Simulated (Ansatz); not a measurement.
A made-up structure of LiBSi2H6, singlet:

```
10
angstrom
Li -0.2356 -0.4192 1.7896
B 0.0441 1.8572 0.0608
Si -0.8308 0.2590 -0.2376
Si 0.2640 -1.3622 -0.5411
H -2.2147 0.1220 0.0495
H 1.1757 2.0037 -0.0829
H -0.4292 2.8487 0.4006
H 0.4426 -2.0387 0.8416
H 1.6778 -1.1417 -0.9536
H -0.2974 -2.4860 -1.3416
```

It is relaxed with PBE-D4/def2-SVP and then PBE0-D4/def2-TZVP (Ansatz 0.2.0). Atoms count as bonded within 1.22 times the sum of their covalent radii (H–H: 0.88 Å). The end point is not checked to be a true minimum.

(1) Does its bonding change? (Judge from chemistry; the calculation decides.)

Results:

(1) By the calculation: Yes. Formed: Li1–B2, Li1–H6, Li1–H8; broken: none.

Where it ends: The first stage lowers the energy by 1.89 eV in 17 steps. It ends as LiBSi₂H₆ ([H]1[BH]2[SiH]3[SiH2]4[H][Li]1234):
```tsv
atom	x (Å)	y (Å)	z (Å)
Li1	0.4733	0.0017	1.5615
B2	-0.1466	1.8273	0.4878
Si3	-0.9220	0.4399	-0.4983
Si4	0.2659	-1.5393	-0.6130
H5	-2.2896	0.3792	-1.0682
H6	0.9561	1.6795	1.0044
H7	-0.6571	2.8915	0.6668
H8	1.1928	-1.4856	0.6053
H9	1.2241	-1.7493	-1.7318
H10	-0.5003	-2.8021	-0.4292
```

Labels in which every atom is bracketed show which atoms are joined, not bond orders.

For scale, one of the runs: PBE0-D4/def2-TZVP relaxation, 155 basis functions, launched by `ansatz run in.yaml --threads 2 --pin off --events-out ev --progress --plain --max-ram 4352MiB`. The run took about 32 s on 2 CPU threads of an Intel Xeon Platinum 8559C (shared host).
